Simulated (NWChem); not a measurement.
System: C$_{2}$H$_{7}$InO; SMILES C[O][InH][CH3]

Parts of the log:

```
             Northwest Computational Chemistry Package (NWChem) 7.3.0
             --------------------------------------------------------

 C1  symmetry detected

                             Geometry "geometry" -> ""
                             -------------------------

 Output coordinates in angstroms (scale by  1.889725989 to convert to a.u.)

  No.       Tag          Charge          X              Y              Z
 ---- ---------------- ---------- -------------- -------------- --------------
    1 In                  49.0000    -0.30297872     0.34895934     0.00009327
    2 H                    1.0000    -2.01357533     0.10441645    -0.00025423
    3 C                    6.0000     1.05090174     2.01168987    -0.00022715
    4 H                    1.0000     0.87601386     2.65136713     0.87685976
    5 H                    1.0000     0.91115904     2.61913590    -0.90619587
    6 H                    1.0000     2.07959077     1.62755655     0.02610965
    7 O                    8.0000     0.71409737    -1.38561622     0.00090778
    8 C                    6.0000     0.15975144    -2.65693436    -0.00063025
    9 H                    1.0000     0.48300506    -3.23463660    -0.88996458
   10 H                    1.0000     0.48463439    -3.23725403     0.88638559
   11 H                    1.0000    -0.95156847    -2.67319652     0.00037171

 Effective nuclear repulsion energy (a.u.)     359.2824790520

                                 NWChem DFT Module
                                 -----------------

 Summary of "ao basis" -> "ao basis" (spherical)
 ------------------------------------------------------------------------------
       Tag                 Description            Shells   Functions and Types
 ---------------- ------------------------------  ------  ---------------------
 In                          3-21g                  13       31   6s5p2d
 H                           3-21g                   2        2   2s
 C                           3-21g                   5        9   3s2p
 O                           3-21g                   5        9   3s2p

            General Information
            -------------------
          SCF calculation type: DFT
          Wavefunction type:  closed shell.
          No. of atoms     :    11
          No. of electrons :    76
           Alpha electrons :    38
            Beta electrons :    38
          Charge           :     0
          Spin multiplicity:     1
          Use of symmetry is: off; symmetry adaption is: off
          Maximum number of iterations: 150
          AO basis - number of functions:    72
                     number of shells:    42
          Convergence on energy requested:  1.00D-06
          Convergence on density requested:  1.00D-05
          Convergence on gradient requested:  5.00D-04

              XC Information
              --------------
                  TPSS metaGGA Exchange Functional  1.000
             TPSS03 metaGGA Correlation Functional  1.000

             Grid Information
             ----------------
          Grid used for XC integration:  medium
          Radial quadrature: Mura-Knowles
          Angular quadrature: Lebedev.
          Tag              B.-S. Rad. Rad. Pts. Rad. Cut. Ang. Pts.
          ---              ---------- --------- --------- ---------
          In                  1.55      123          10.0       590
          H                   0.35       45          13.0       434
          C                   0.70       49          12.0       434
          O                   0.60       49          10.0       434
          Grid pruning is: on
          Number of quadrature shells:   585
          Spatial weights used:  Erf1

      Superposition of Atomic Density Guess
      -------------------------------------

 Sum of atomic energies:       -5867.49650393

      Non-variational initial energy
      ------------------------------

 Total energy =   -5868.989507
 1-e energy   =   -8817.380683
 2-e energy   =    2589.108697
 HOMO         =      -0.312838
 LUMO         =       0.013005

     ---------------------------------------------
      Total Density - Mulliken Population Analysis
     ---------------------------------------------

    Atom       Charge   Shell Charges
 -----------   ------   -------------------------------------------------------
    1 In  49    47.75   2.00  2.00  6.00  2.00  6.00  2.00  5.93  0.66  0.59  0.41  0.20 10.00  9.98
    2 H    1     1.16   0.36  0.79
    3 C    6     7.20   1.99  0.40  1.61  1.19  2.01
    4 H    1     0.72   0.41  0.32
    5 H    1     0.72   0.41  0.32
    6 H    1     0.73   0.41  0.32
    7 O    8     9.07   1.99  0.44  2.32  1.45  2.87
    8 C    6     6.21   1.99  0.39  1.42  1.03  1.38
    9 H    1     0.81   0.43  0.38
   10 H    1     0.81   0.43  0.38
   11 H    1     0.81   0.43  0.38

   convergence    iter        energy       DeltaE   RMS-Dens  Diis-err
 ---------------- ----- ----------------- --------- --------- ---------
 d= 0,ls=0.0,diis     1  -5871.6252908023 -6.23D+03  4.08D-02  7.93D-01
 d= 0,ls=0.0,diis     2  -5870.2589523927  1.37D+00  3.43D-02  1.04D+01
 d= 0,ls=0.0,diis     3  -5871.7151081048 -1.46D+00  5.77D-03  9.13D-02
 d= 0,ls=0.0,diis     4  -5871.7204729062 -5.36D-03  2.58D-03  5.85D-02
 d= 0,ls=0.0,diis     5  -5871.7285036098 -8.03D-03  4.53D-04  1.23D-03
  Resetting Diis
 d= 0,ls=0.0,diis     6  -5871.7286703123 -1.67D-04  9.50D-05  1.20D-04
 d= 0,ls=0.0,diis     7  -5871.7286840908 -1.38D-05  1.11D-04  6.87D-06
 d= 0,ls=0.0,diis     8  -5871.7286772008  6.89D-06  7.41D-05  6.97D-05
 d= 0,ls=0.0,diis     9  -5871.7286850060 -7.81D-06  5.83D-06  2.78D-07
 d= 0,ls=0.0,diis    10  -5871.7286850472 -4.12D-08  1.48D-06  2.24D-08

         Total DFT energy =    -5871.728685047238
      One electron energy =    -8821.053793621448
           Coulomb energy =     2767.985715614260
    Exchange-Corr. energy =     -177.943086092090
 Nuclear repulsion energy =      359.282479052038

 Numeric. integr. density =       76.000005042122

                       DFT Final Molecular Orbital Analysis
                       ------------------------------------

 Vector   36  Occ=2.000000D+00  E=-2.440827D-01
              MO Center=  1.9D-01,  1.2D+00, -3.0D-05, r^2= 3.5D+00
   Bfn.  Coefficient  Atom+Function         Bfn.  Coefficient  Atom+Function
  ----- ------------  ---------------      ----- ------------  ---------------
    33      0.271025   2 H  s                41      0.272325   3 C  py
    37      0.256120   3 C  py               40      0.239716   3 C  px
    36      0.229305   3 C  px               16     -0.197905   1 In py
    15     -0.196171   1 In px               11      0.172059   1 In px
    12      0.162297   1 In py               39     -0.162809   3 C  s

 Vector   37  Occ=2.000000D+00  E=-1.972644D-01
              MO Center=  3.8D-01, -1.5D+00,  1.3D-03, r^2= 2.0D+00
   Bfn.  Coefficient  Atom+Function         Bfn.  Coefficient  Atom+Function
  ----- ------------  ---------------      ----- ------------  ---------------
    55      0.490867   7 O  px               51      0.433442   7 O  px
    72      0.285000  11 H  s                33      0.210546   2 H  s
    16      0.186860   1 In py               54      0.160849   7 O  s
    71      0.157170  11 H  s                14     -0.140312   1 In s
    60     -0.136143   8 C  px               70     -0.115735  10 H  s

 Vector   38  Occ=2.000000D+00  E=-1.913569D-01
              MO Center=  5.7D-01, -1.6D+00, -2.7D-04, r^2= 1.9D+00
   Bfn.  Coefficient  Atom+Function         Bfn.  Coefficient  Atom+Function
  ----- ------------  ---------------      ----- ------------  ---------------
    57      0.529090   7 O  pz               53      0.451246   7 O  pz
    68      0.227311   9 H  s                70     -0.226473  10 H  s
    17      0.170410   1 In pz               21      0.144633   1 In pz
    62     -0.139757   8 C  pz               67      0.137610   9 H  s
    69     -0.137100  10 H  s                13     -0.106035   1 In pz

 Vector   39  Occ=0.000000D+00  E=-4.885439D-02
              MO Center= -2.4D-01,  1.9D-01, -5.3D-05, r^2= 4.5D+00
   Bfn.  Coefficient  Atom+Function         Bfn.  Coefficient  Atom+Function
  ----- ------------  ---------------      ----- ------------  ---------------
    21      0.624480   1 In pz               17      0.484937   1 In pz
    13     -0.301579   1 In pz               57     -0.248425   7 O  pz
    53     -0.191761   7 O  pz               46      0.138177   5 H  s
    44     -0.134259   4 H  s                 9      0.133081   1 In pz
    68     -0.085811   9 H  s                70      0.085348  10 H  s

 Vector   40  Occ=0.000000D+00  E=-1.051703D-02
              MO Center= -1.2D-01,  7.1D-01, -2.1D-04, r^2= 4.8D+00
   Bfn.  Coefficient  Atom+Function         Bfn.  Coefficient  Atom+Function
  ----- ------------  ---------------      ----- ------------  ---------------
    18      0.998944   1 In s                39     -0.757247   3 C  s
    33     -0.585953   2 H  s                54     -0.321852   7 O  s
    14      0.274812   1 In s                10     -0.245708   1 In s
    40      0.245907   3 C  px               41      0.245887   3 C  py
    20      0.219095   1 In py               19      0.217371   1 In px

 Vector   41  Occ=0.000000D+00  E= 2.727705D-02
              MO Center= -4.6D-01,  2.1D-01, -5.4D-04, r^2= 6.4D+00
   Bfn.  Coefficient  Atom+Function         Bfn.  Coefficient  Atom+Function
  ----- ------------  ---------------      ----- ------------  ---------------
    20      1.059706   1 In py               54      0.503560   7 O  s
    39     -0.392671   3 C  s                63      0.366041   8 C  s
    16      0.183760   1 In py               19     -0.184019   1 In px
    48      0.171551   6 H  s                12     -0.167597   1 In py
    64     -0.161285   8 C  px               14     -0.144837   1 In s

     ---------------------------------------------
      Total Density - Mulliken Population Analysis
     ---------------------------------------------

    Atom       Charge   Shell Charges
 -----------   ------   -------------------------------------------------------
    1 In  49    48.19   2.00  2.00  6.00  2.00  5.99  2.00  5.94  0.80  0.95  0.28  0.27  9.99  9.96
    2 H    1     1.18   0.39  0.78
    3 C    6     6.93   1.99  0.36  1.61  1.18  1.80
    4 H    1     0.79   0.47  0.32
    5 H    1     0.78   0.47  0.32
    6 H    1     0.77   0.47  0.30
    7 O    8     8.58   1.98  0.42  2.11  1.48  2.57
    8 C    6     6.28   1.99  0.38  1.62  1.01  1.29
    9 H    1     0.83   0.48  0.34
   10 H    1     0.83   0.48  0.34
   11 H    1     0.85   0.49  0.36

     -------------------------------------------
      Total Density - Lowdin Population Analysis
     -------------------------------------------

    Atom       Charge   Shell Charges
 -----------   ------   -------------------------------------------------------
    1 In  49    48.41   2.00  2.00  6.00  1.99  5.98  1.97  5.75  0.69  1.16  0.42  0.53  9.99  9.94
    2 H    1     1.12   0.42  0.70
    3 C    6     6.53   1.98  0.43  1.52  0.64  1.97
    4 H    1     0.89   0.46  0.43
    5 H    1     0.89   0.46  0.43
    6 H    1     0.88   0.46  0.42
    7 O    8     8.38   1.98  0.57  2.09  1.04  2.69
    8 C    6     6.09   1.97  0.43  1.51  0.58  1.59
    9 H    1     0.94   0.49  0.45
   10 H    1     0.94   0.49  0.45
   11 H    1     0.94   0.49  0.46

     Multipole analysis of the density
     ---------------------------------

     L   x y z        total         alpha         beta         nuclear
     -   - - -        -----         -----         ----         -------
     0   0 0 0      0.000000    -38.000000    -38.000000     76.000000

     1   1 0 0     -0.271936     -0.135968     -0.135968      0.000000
     1   0 1 0      0.378041      0.189021      0.189021      0.000000
     1   0 0 1     -0.001588     -0.000794     -0.000794     -0.000000

     2   2 0 0    -36.806415    -66.090166    -66.090166     95.373918
     2   1 1 0      1.054119     -7.217624     -7.217624     15.489367
     2   1 0 1     -0.002469      0.001642      0.001642     -0.005754
     2   0 2 0    -32.655571   -253.092252   -253.092252    473.528934
     2   0 1 1      0.000139     -0.001709     -0.001709      0.003557
     2   0 0 2    -31.120910    -21.217881    -21.217881     11.314853
```

Level: TPSS/3-21G, non-relativistic. All runs use the structure optimised with PBE0/def2-SVP (def2 core potentials past Kr). Not confirmed as a minimum by frequencies.

Problem. Write an input that gives this output.

Solution. This is not unique; one that fits is the input that was run:
```
start job
memory heap 200 mb stack 900 mb global 1100 mb
geometry units angstroms noautoz
  In    -0.292961     0.354115    -0.001600
  H     -2.001053     0.092665    -0.004377
  C      1.044407     2.030155    -0.000189
  H      0.861938     2.668173     0.876562
  H      0.899968     2.636084    -0.906437
  H      2.076806     1.656218     0.027678
  O      0.741219    -1.370316     0.000904
  C      0.199477    -2.647055    -0.001266
  H      0.529709    -3.221635    -0.890059
  H      0.528806    -3.224030     0.886292
  H     -0.911628    -2.674308    -0.001861
end
basis spherical
  * library 3-21g
end
dft
  xc xtpss03 ctpss03
  iterations 150
  mulliken
end
task dft energy
```
